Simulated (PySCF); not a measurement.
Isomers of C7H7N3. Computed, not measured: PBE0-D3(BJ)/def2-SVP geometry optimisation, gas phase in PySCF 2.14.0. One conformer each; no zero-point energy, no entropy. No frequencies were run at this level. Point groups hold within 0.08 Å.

Question: Order them by energy at this level, lowest first, and give relative energies in kcal/mol.
A. `Cc1nnn2ccccc12`
B. `[N:1]#[C:2][c:3]1[cH:4][cH:5][n:6][n:7]1[CH:8]1[CH2:9][CH2:10]1` with N6–N7–C8–C9 29°

Answer: A (0.0), B (24.0).

As drawn, the higher has a three-membered ring and a C≡N group, which the lower lacks.

```csv
SMILES,E (Eh),E rel (kcal/mol),dipole (D),point group,"A, B, C (MHz)"
Cc1nnn2ccccc12,-434.37986,0.0,4.50,Cs,"2840, 1297, 895.4"
N#Cc1ccnn1C1CC1,-434.34168,24.0,2.35,near Cs,"1955, 1294, 829.6"
```

Q: How do the relative energies change in single points at PBE0/pcSseg-1 (no added dispersion term) on the same geometries?

A: 
```tsv
SMILES	PBE0-D3(BJ)/def2-SVP (kcal/mol)	PBE0/pcSseg-1 (kcal/mol)	shift
Cc1nnn2ccccc12	0.0	0.0	0.0
N#Cc1ccnn1C1CC1	24.0	21.8	-2.2
```

Each column counts from its own lowest isomer. The order is unchanged; the largest shift is 2.2 kcal/mol.
